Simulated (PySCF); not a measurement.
**Bond length, frequency and bond energy of BiPb⁺ by level of theory**

State: ³Σ⁻ (triplet), unpaired electrons π ↑↑. Set-up: Bi cc-pVDZ-PP with ECP60, Pb cc-pVDZ-PP with ECP60; scalar-relativistic core potentials (PySCF 2.14). De refers to Bi⁺ + Pb in their high-spin ground configurations, without counterpoise correction. The functionals are run spin-unrestricted. A positive dipole points towards Pb; it is taken about the centre of mass and depends on that origin.

```
      Level  Re (Å)  ωe (cm⁻¹)  De (eV)  μ (D)
        UHF   3.014        104      n/a   3.49
    UHF-MP2   2.933        149      n/a    n/a
UHF-SCS-MP2   2.951        145      n/a    n/a
   UHF-CCSD   2.990        126      n/a    n/a
UHF-CCSD(T)   2.994        126      n/a    n/a
        PBE   2.981        130      n/a   1.78
       PW91   2.978        130      n/a   1.75
     r²SCAN   2.958        134      n/a   2.09
       PBE0   2.942        137      n/a   2.15
  BHandHLYP   2.944        136      n/a   2.41
    LC-ωPBE   2.891        141      n/a   2.73
     B2PLYP   2.966        135      n/a   2.57
```

Problem. What does a quarter of exact exchange do here, going from PBE to PBE0?

Solution. PBE0 less PBE: -3.9 pm in Re, +5.4 % in ωe. Exact exchange removes part of the self-interaction that spreads semilocal densities, and in most molecules shortens and stiffens the bond and lowers De; so it does here.

Problem. What does the step from GGA to meta-GGA do here, going from PBE to r²SCAN?

Solution. r²SCAN less PBE: -2.3 pm in Re, +3.1 % in ωe. 

Problem. What does second-order correlation do here, going from UHF to UHF-MP2?

Solution. UHF-MP2 less UHF: -8.1 pm in Re, +43.3 % in ωe. Correlation nearly always deepens the well. The bond shortens, as in weak, metallic or heavy-atom bonds, where dispersion and the correlation of outer-core electrons pull the atoms together.

Correlated steps freeze 8 core orbitals. These are scalar-relativistic numbers at best; spin–orbit coupling would shift them, the dissociation energy most. B2PLYP dipoles, levels and charges come from its SCF part alone. The state is the lowest determinant that a PBE0 search found; another state may lie lower at other levels.

The whole job (state search and all levels along the bond) took about 4.4 min on 1 thread of Arm Neoverse N1 (shared host), peak memory 0.53 GiB.
